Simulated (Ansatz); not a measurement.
Cartesian coordinates in Å:
```
C 0.196 1.055 -1.260
O 0.798 0.015 -0.515
Si 0.030 -0.899 0.576
O -0.679 0.093 1.660
Br 1.552 -2.179 1.539
H -0.635 0.680 -1.867
H -0.174 1.846 -0.602
H 0.953 1.471 -1.925
H -0.965 -1.796 -0.051
H -1.076 -0.287 2.445
```

The species carries charge 0 and has multiplicity 1.

Task: List the PBE/def2-TZVPP orbital energies in eV (Ansatz). (Estimate.)

Result: Ansatz gave: Occupied: -13088.77, -1781.17, -1681.91, -1516.28, -1516.22, -1516.21, -510.71, -510.59, -270.39, -228.70, -170.85, -170.67, -170.66, -138.70, -95.49, -95.44, -95.39, -67.52, -67.47, -67.47, -67.33, -67.33, -25.87, -25.31, -19.32, -17.25, -14.22, -12.53, -11.40, -11.26, -10.78, -9.54, -8.95, -8.03, -7.60, -7.27, -7.16, -7.08. Lowest empty: -0.27, -0.11, 0.20, 1.14, 1.39, 1.99, 2.26, 2.58.
